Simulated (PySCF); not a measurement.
Geometry:
```
atom   x (Å)   y (Å)   z (Å)
  B1   2.274   0.218   0.068
  N2   0.709   0.069   0.486
  C3  -0.160  -0.561  -0.515
  C4  -1.636  -0.546  -0.131
  N5  -2.229   0.750   0.099
  H6   2.283   0.936  -0.927
  H7   2.670  -0.920  -0.158
  H8   2.822   0.735   1.035
  H9   0.349   1.004   0.692
 H10   0.662  -0.450   1.365
 H11   0.207  -1.586  -0.673
 H12   0.006  -0.017  -1.458
 H13  -2.193  -1.060  -0.932
 H14  -1.791  -1.162   0.773
 H15  -1.918   1.196   0.957
 H16  -2.081   1.393  -0.676
```

Geometry: PBE0-D3(BJ)/def2-SVP; GIAO shifts from PySCF 2.14, gas phase, non-relativistic, averaged over equivalent atoms.

At PBE0/pcSseg-1 (140 basis functions, 11 s wall time on 1 thread of an Arm Neoverse V1, shared host):
```tsv
atoms	δ (ppm)
B1	-22.1
N2	54.3
N5	23.0
C3	54.4
C4	44.4
H13/H14	2.63
H11/H12	2.41
H9/H10	2.37
H6/H7/H8	2.10
H15/H16	0.12
```

Shifts are taken against calculated references (same method and geometry level): 11B (σ = 100.73 ppm) against BF3·OEt2; 15N (σ = 265.67 ppm) against NH3; TMS for 13C (σ = 184.41 ppm) and 1H (σ = 31.27 ppm).

Problem. What do these become at CAM-B3LYP/pcSseg-2?

Solution. 
```
   atoms  δ at CAM-B3LYP/pcSseg-2  change
      B1                    -22.0    +0.1
      N2                     52.2    -2.1
      N5                     24.0    +1.0
      C3                     58.2    +3.8
      C4                     46.8    +2.4
 H13/H14                     2.72   +0.09
 H11/H12                     2.61   +0.20
  H9/H10                     2.73   +0.36
H6/H7/H8                     2.00   -0.10
 H15/H16                     0.40   +0.28
```

Referencing at the same level of theory: 11B (σref 97.88) vs BF3·OEt2; NH3 for 15N (σref 261.83); 13C (σref 182.55) and 1H (σref 31.34) against TMS.

The largest change is at C3 (sp3 CH2 bonded to N). Cost: 334 basis functions, 60 s wall time on 1 thread of an Arm Neoverse V1, shared host.

Experimental scales use liquid or dissolved standards, which lie at an offset from isolated NH3 (liquid NH3: subtract about 20 ppm).
